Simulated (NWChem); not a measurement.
Molecule: chlorobenzene (C6H5Cl); SMILES c1cccc(c1)Cl

```xyz
12

Cl     0.0000     0.0000    -2.2476
C      0.0000     0.0000    -0.5133
C      0.0000     1.2138     0.1733
C      0.0000     1.2057     1.5668
C      0.0000     0.0000     2.2672
C      0.0000    -1.2057     1.5668
C      0.0000    -1.2138     0.1733
H      0.0000     2.1511    -0.3858
H      0.0000     2.1551     2.1080
H      0.0000     0.0000     3.3595
H      0.0000    -2.1551     2.1080
H      0.0000    -2.1511    -0.3858
```
Atoms are numbered in this order, from 1.

All runs: NWChem. Pople sets run with spherical d functions. All runs use the structure optimised with PBE0/def2-SVP. B3LYP is NWChem's, with the RPA form of VWN correlation.

### Question
Among these, which level gives the lowest value of “dipole (D)”?
(A) B3LYP/6-31G*
(B) B3LYP/def2-SVPD
(C) B3LYP/STO-3G
(D) B3LYP/def2-SVP

### Answer
D, B3LYP/def2-SVP. Values: B3LYP/def2-SVP 1.46; B3LYP/def2-SVPD 1.75; B3LYP/6-31G* 1.81; B3LYP/STO-3G 2.02
